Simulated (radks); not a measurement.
Values are calculated unless marked as measured or tabulated.
Ionisation of Cd+, [Kr] 4d10 5s1, to Cd2+, [Kr] 4d10, under several functionals. Non-relativistic Kohn-Sham, spin-polarised, spherical densities, point nucleus; open shells are filled with parallel spins first (spin-orbit coupling, left out, can overturn this in heavy ions); a radial shooting solver on a logarithmic mesh with Libxc functionals.

[
 {"functional": "revPBE", "E(Cd+) (hartree)": "-5466.95560", "Exc (hartree)": "-150.76962", "IE (eV)": "16.337", "-e(HOMO) (eV)": "12.656", "<r> HOMO (bohr)": "2.753", "IE error (eV)": "-0.572"},
 {"functional": "exchange-only r2SCAN", "E(Cd+) (hartree)": "-5464.73692", "Exc (hartree)": "-148.56138", "IE (eV)": "15.430", "-e(HOMO) (eV)": "12.240", "<r> HOMO (bohr)": "2.814", "IE error (eV)": "-1.479"},
 {"functional": "BLYP", "E(Cd+) (hartree)": "-5467.29835", "Exc (hartree)": "-151.09688", "IE (eV)": "16.615", "-e(HOMO) (eV)": "12.768", "<r> HOMO (bohr)": "2.744", "IE error (eV)": "-0.293"},
 {"functional": "exchange-only LDA", "E(Cd+) (hartree)": "-5457.54003", "Exc (hartree)": "-141.21180", "IE (eV)": "15.888", "-e(HOMO) (eV)": "12.235", "<r> HOMO (bohr)": "2.772", "IE error (eV)": "-1.020"},
 {"functional": "RPBE", "E(Cd+) (hartree)": "-5467.03842", "Exc (hartree)": "-150.85379", "IE (eV)": "16.336", "-e(HOMO) (eV)": "12.628", "<r> HOMO (bohr)": "2.760", "IE error (eV)": "-0.573"},
 {"functional": "BP86", "E(Cd+) (hartree)": "-5467.74570", "Exc (hartree)": "-151.56061", "IE (eV)": "16.601", "-e(HOMO) (eV)": "12.960", "<r> HOMO (bohr)": "2.727", "IE error (eV)": "-0.307"},
 {"functional": "AM05", "E(Cd+) (hartree)": "-5462.24837", "Exc (hartree)": "-145.99962", "IE (eV)": "16.437", "-e(HOMO) (eV)": "12.789", "<r> HOMO (bohr)": "2.731", "IE error (eV)": "-0.471"},
 {"functional": "LDA (Slater exchange, VWN5 correlation)", "E(Cd+) (hartree)": "-5462.06558", "Exc (hartree)": "-145.80335", "IE (eV)": "16.839", "-e(HOMO) (eV)": "13.092", "<r> HOMO (bohr)": "2.720", "IE error (eV)": "-0.069"},
 {"functional": "PBEsol", "E(Cd+) (hartree)": "-5464.29184", "Exc (hartree)": "-148.06341", "IE (eV)": "16.478", "-e(HOMO) (eV)": "12.824", "<r> HOMO (bohr)": "2.732", "IE error (eV)": "-0.430"}
]

NIST Atomic Spectra Database: 16.908 eV (measured). Closest: LDA (Slater exchange, VWN5 correlation). The Delta-SCF values span 1.41 eV, the total energies 10.21 hartree. The highest occupied level is 5s. Relativity is left out here, which matters for elements this heavy.
